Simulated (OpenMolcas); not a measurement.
## Ag3+: moving or changing the point charges

Ag3+ among 8 point charges of -1.2 e arranged as a cube (Oh), 1.99 Å from the ion.

* Program: OpenMolcas 26.06
* Method: SS-CASPT2, IPEA 0.25 Eh, imaginary shift 0.1 Eh (closed shells correlated: 4s 4p)
* Basis: ANO-RCC-VDZP [6s5p3d1f]
* Scalar Hamiltonian: DKH2, point nucleus
* Active space: 8 electrons in 5 orbitals (4d)
* State averaging: 2S+1 = 3 even, 10 roots; 2S+1 = 1 even, 15 roots
* Spin-orbit coupling: state interaction with AMFI integrals over the reference wave functions

Runs around this geometry, states (labels of O, the rotations of Oh). Energies in cm-1 above the lowest state or level, χT in cm3 K/mol; under a threefold ground state the first gap can be a small split of the lowest multiplet, not the spin-orbit step.

```csv
R (Å),q (e),Ground state,First state of that spin,First gap with spin-orbit (degeneracies),χT at 300 K,First state of another spin
1.99,-0.6,3T1,3T2 1680,"490 (1, 3)",2.713,1T2 11400
1.84,-1.2,3T1,3T2 4800,"940 (1, 3)",1.632,1T2 12310
1.99,-1.2,3T1,3T2 3750,"840 (1, 3)",1.851,1T2 12090
2.17,-1.2,3T1,3T2 2370,"630 (1, 3)",2.323,1T2 11700
```

Taking the first state of the same spin as R^-n, n = -ln(2370 / 4800) / ln(2.17 / 1.84) = 4.3 between the shortest and longest distance.

Scaling the charges by -0.6 / -1.2 = 0.50 scales the first state of the same spin by 1680 / 3750 = 0.45; with fixed orbitals a first-order splitting would follow the charge.

Roots that are degenerate in the reference are averaged as groups; the widest CASPT2 spread within a group is 450 cm-1 (the 3-fold group of multiplicity 3 near 4800 cm-1 above the lowest state of its run, R = 1.84, q = -1.2). Shifts and gaps below about the spread of the groups concerned are not significant. An orbital triplet at a regular site is open to Jahn-Teller coupling, which can distort the site and quench the lowest spin-orbit gaps and is left out. Real 4d8 and 5d8 ions are as a rule square planar and diamagnetic. Free-ion shares, where given, are those of the reference states; single-state CASPT2 does not remix them. The ground term spreads over less than 5000 cm-1, several times less than with real ligands, so orbital moments are less quenched and χT lies further from the spin-only value than at real sites (holds for R = 1.99, q = -0.6). Point charges carry no covalency, so the field is a model and not that of real ligands. No measured value stands beside these numbers.
